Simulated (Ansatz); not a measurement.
A structure relaxed at PBE/def2-SVP in Ansatz, charge 1, doublet:

```xyz
7

Cd    2.7022    0.7129   -2.8238
Cd    0.3992   -0.6884    0.8863
Cd    3.2336   -1.1371   -0.2943
Cd   -2.3866   -2.0248    1.0651
Cd   -2.6080    0.9439    0.0658
Cd   -0.1468    1.1161   -1.7668
Cd   -1.1934    1.0775    2.8677
```

(1) Give its formula.

(2) Summarise the bond lengths by kind (pairs closer than 1.2 times the sum of covalent radii, bridged metal pairs left out).

Answers

(1) the cluster Cd7⁺.

(2) 9 × Cd–Cd 3.07 to 3.25 Å.

In the def2 sets Cd takes a core potential; there is no spin–orbit coupling. The relaxation made no stability test and no search for a lower SCF solution. The structure comes from a short search, and lower isomers may exist.
